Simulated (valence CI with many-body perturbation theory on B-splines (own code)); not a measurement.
Level structure of Fe12+

Method: configuration interaction combined with many-body perturbation theory (CI+MBPT): four valence electrons over a frozen Dirac-Fock core [Ne], a basis of 9 s, 9 p, 8 d, 6 f, 3 g, 1 h functions for each j, with the one-electron correlation potential Σ1 (screened to all orders), the two-electron term Σ2, the three-electron term Σ3, Breit, model QED; selected single and double excitations, second order for the rest (own B-spline code, finite nucleus).

No measured levels were compared; by estimate levels of excited configurations hold to 0.05 to 0.15 % of their energy, terms of the ground configuration to about 0.5 %.

Levels 1 to 36 of 36, with energies above the lowest level, 3s²3p² ³P_0. "Leading %" is the weight of the configuration and term that name the level; weights of strongly mixed levels are sums over their largest components and can fall short. In the jj column 3d3/2^4 stands for four electrons in 3d with j = 3/2. Lifetimes count E1, E2, E3, M1 and M2 decay at the calculated energies, and are blank where another channel may lead or the interval is too uncertain; long ones can be off by a factor of two.

```csv
No.,Configuration,Term,J,E (cm⁻¹),Leading %,g,Lifetime,Leading jj
1,3s²3p²,³P,0,0,93,,,3s^2 3p1/2^2 (80 %)
2,3s²3p²,³P,1,9299,97,1.500,71.5 ms,3s^2 3p1/2 3p3/2 (97 %)
3,3s²3p²,³P,2,18582,88,1.455,101 ms,3s^2 3p1/2 3p3/2 (61 %)
4,3s²3p²,¹D,2,48223,88,1.045,6.28 ms,3s^2 3p3/2^2 (61 %)
5,3s²3p²,¹S,0,91794,92,,914 μs,3s^2 3p3/2^2 (79 %)
6,3s3p³,⁵S°,2,214370,98,1.996,71.1 ns,3s 3p1/2 3p3/2^2 (53 %)
7,3s3p³,³D°,1,287200,84,0.534,579 ps,3s 3p1/2 3p3/2^2 (37 %)
8,3s3p³,³D°,2,287350,83,1.185,630 ps,3s 3p1/2 3p3/2^2 (57 %)
9,3s3p³,³D°,3,290190,88,1.333,718 ps,3s 3p1/2 3p3/2^2 (88 %)
10,3s3p³,³P°,0,329050,89,,237 ps,3s 3p1/2 3p3/2^2 (89 %)
11,3s3p³,³P°,1,329770,85,1.470,237 ps,3s 3p1/2 3p3/2^2 (60 %)
12,3s3p³,³P°,2,330400,78,1.459,262 ps,3s 3p3/2^3 (48 %)
13,3s3p³,¹D°,2,362440,53,1.025,177 ps,3s 3p1/2 3p3/2^2 (40 %)
14,3s3p³,³S°,1,415970,75,1.783,17.5 ps,3s 3p1/2 3p3/2^2 (53 %)
15,3s²3p3d,³F°,2,430040,96,0.670,1.69 ns,3s^2 3p1/2 3d3/2 (75 %)
16,3s²3p3d,³F°,3,436830,96,1.084,2.89 ns,3s^2 3p1/2 3d5/2 (51 %)
17,3s3p³,¹P°,1,438580,67,1.211,24.6 ps,3s 3p3/2^3 (52 %)
18,3s²3p3d,³F°,4,446910,97,1.250,,3s^2 3p3/2 3d5/2 (97 %)
19,3s²3p3d,³P°,2,486580,44,1.261,19.7 ps,3s^2 3p1/2 3d5/2 (65 %)
20,3s²3p3d,³P°,1,495050,56,1.142,18.6 ps,3s^2 3p1/2 3d3/2 (56 %)
21,3s²3p3d,¹D°,2,499150,33,1.167,17.9 ps,3s^2 3p3/2 3d5/2 (41 %)
22,3s²3p3d,³P°,0,501590,88,,21.9 ps,3s^2 3p3/2 3d3/2 (88 %)
23,3s²3p3d,³D°,1,506640,55,0.861,16.3 ps,3s^2 3p3/2 3d3/2 (74 %)
24,3s²3p3d,³D°,3,509300,85,1.329,15.2 ps,3s^2 3p3/2 3d5/2 (55 %)
25,3s²3p3d,³D°,2,509390,67,1.234,15.9 ps,3s^2 3p3/2 3d3/2 (49 %)
26,3s²3p3d,¹F°,3,557360,95,1.002,14.1 ps,3s^2 3p3/2 3d3/2 (39 %)
27,3s²3p3d,¹P°,1,571360,85,0.995,17.8 ps,3s^2 3p3/2 3d5/2 (60 %)
28,3p⁴,³P,2,602430,54,1.446,117 ps,3p1/2^2 3p3/2^2 (57 %)
29,3p⁴,³P,1,615190,58,1.499,113 ps,3p1/2 3p3/2^3 (58 %)
30,3p⁴,³P,0,618030,57,,109 ps,3p1/2^2 3p3/2^2 (30 %)
31,3p⁴,¹D,2,626770,58,1.053,175 ps,3p1/2 3p3/2^3 (58 %)
32,3s3p²3d,⁵F,1,633800,98,0.018,12.6 ns,3s 3p1/2^2 3d3/2 (40 %)
33,3s3p²3d,⁵F,2,636040,96,1.014,14.4 ns,3s 3p1/2 3p3/2 3d3/2 (46 %)
34,3s3p²3d,⁵F,3,639580,95,1.260,20.6 ns,3s 3p1/2 3p3/2 3d3/2 (43 %)
35,3s3p²3d,⁵F,4,644590,95,1.355,91.7 ns,3s 3p1/2 3p3/2 3d5/2 (63 %)
36,3s3p²3d,⁵F,5,651010,99,1.399,83.7 ns,3s 3p3/2^2 3d5/2 (58 %)
```

Names give the largest LS component (configuration and term), which can be under half, so a name can repeat, a term be missing and a line seem to break the LS rules; names also repeat where a configuration has a term twice.

The ionisation energy to 3s²3p ²P°1/2 of the next ion comes out as 359.73 eV (NIST: 361 ± 0.7 eV (semi-empirical)). All 36 levels together are meant to be complete up to 651810 cm⁻¹.
